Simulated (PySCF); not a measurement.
Si(Cl)(Br), SMILES Cl[Si]Br, PBE0/def2-SVP optimised geometry.

```
3

Si    -0.91    -1.02     0.00
Cl    -1.34     1.02     0.00
Br     1.34    -1.02     0.00
```

Density from PBE0/def2-TZVP run with PySCF at that geometry.

Minimum of the electron density along straight lines between bonded atoms, close to the bond critical point (lines longer than 1.1 times the sum of covalent radii, or with two minima, are not listed):

| bond | length / Å | ρ at the minimum / e bohr⁻³ | ∇²ρ there / e bohr⁻⁵ | position (fraction from the first atom) |
|---|---|---|---|---|
| Si1–Cl2 | 2.090 | [?] | 0.17 | 0.37 |
| Si1–Br3 | 2.257 | [?] | [?] | 0.36 |

### Question
What belongs in the gaps?

### Answer

- Si1–Cl2, ρ at the minimum / e bohr⁻³: 0.094
- Si1–Br3, ρ at the minimum / e bohr⁻³: 0.085
- Si1–Br3, ∇²ρ there / e bohr⁻⁵: 0.03
